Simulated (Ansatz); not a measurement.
Gas-phase electronic energies from Ansatz, PBE0-D4/def2-TZVP geometries. CBS: MP2 limit from def2 TZ/QZ plus the TZ coupled-cluster correction, frozen cores. This one scheme is used for every species. DFT in def2-TZVPP. HSE06 is defined as in plane-wave codes. For Br, Ga outer-core shells are correlated without core-valence functions, which leaves a few kJ/mol of doubt a bond. Scalar relativity is left out up to krypton. One conformer a species, not always the lowest.

`[NH2][Ga]([Cl])[Cl]` + HBr → `[Cl][Ga]([Cl])[Br]` + NH₃  (ligand exchange at a Ga–N bond)

`[NH2][Ga]([Cl])[Cl]`:

```xyz
6

N     0.681    0.725   -0.403
Ga   -0.457   -0.474    0.286
Cl   -2.546   -0.307   -0.065
Cl    0.255   -2.072    1.491
H     0.389    1.470   -1.012
H     1.678    0.658   -0.296
```

HBr:

Cartesian coordinates in Å:
```
Br -0.636 -0.316 -0.013
H 0.636 0.316 0.013
```

`[Cl][Ga]([Cl])[Br]`:

Z-matrix (Å, degrees):
```
Ga
Cl 1 2.115
Br 1 2.254 2 120.4
Cl 1 2.115 2 119.2 3 180.0
```

NH₃:

Cartesian coordinates in Å:
```
N 0.100 0.193 -0.179
H -0.236 -0.630 -0.664
H 0.808 -0.116 0.476
H -0.673 0.553 0.367
```

| level | ΔE (kcal/mol) | difference from CCSD(T)/CBS |
| --- | --- | --- |
| PBE0-D4 | -19.5 | -1.9 |
| HSE06-D4 | -19.6 | -2.0 |
| BHLYP-D4 | -19.9 | -2.3 |
| BLYP | -18.2 | -0.6 |
| r2SCAN | -18.9 | -1.3 |
| RPA@PBE/def2-TZVPP | -16.9 | 0.7 |
| CCSD/def2-SVP | -16.8 | 0.8 |
| CCSD(T)/def2-SVP | -16.8 | 0.8 |
| MP2/def2-TZVPP | -18.1 | -0.5 |
| MP2/CBS(def2) | -18.0 | -0.4 |
| CCSD(T)/CBS | -17.6 | 0 |

Largest T1 diagnostic among the species: 0.011.

In def2-TZVPP, CCSD(T) changes the Hartree–Fock value by +2.8 kcal/mol (the triples alone add +0.0 kcal/mol) and MP2 by +2.3 kcal/mol. Leaving LDA and LC-ωPBE aside and taking each functional with its dispersion term where it has one, the values, not all of them listed here, spread over 2.7 kcal/mol, from BHLYP-D4 to CAM-B3LYP-D4. LDA lies +2.7 kcal/mol from PBE without D4.
